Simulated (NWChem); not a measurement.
# C₂H₈AlO, doublet

```xyz
12

Al     0.2522     0.0145     0.6157
C      0.6972     1.7257    -0.3056
H      0.5573     1.6604    -1.4013
H      1.7591     1.9780    -0.1391
H      0.1194     2.5926     0.0590
C      0.8189    -1.6646    -0.2934
H      0.6285    -1.6363    -1.3839
H      0.3385    -2.5718     0.1107
H      1.9064    -1.8126    -0.1745
O     -1.7228    -0.0977    -0.0443
H     -2.0781     0.7461    -0.3556
H     -1.8242    -0.7298    -0.7703
```
Atoms are numbered in this order, from 1.

Computed with NWChem. Pople sets run with spherical d functions. Spin-unrestricted. The geometry was optimised at PBE0/def2-SVP, spin-unrestricted. No frequency run checked for a minimum. The spin multiplicity was typed, not searched, and may not be the lowest. No stability test was run on the SCF state.

For level B3LYP/6-311G**:

```yaml
highest occupied level (eV): -3.86
lowest empty minus highest occupied level, either spin (eV): 2.61
dipole (D): 4.15
```

Q: What are these values for level B3LYP/6-311++G**?

A: The highest occupied level (eV) is -3.99. The lowest empty minus highest occupied level, either spin (eV) is 2.34 and the dipole (D) is 3.92.
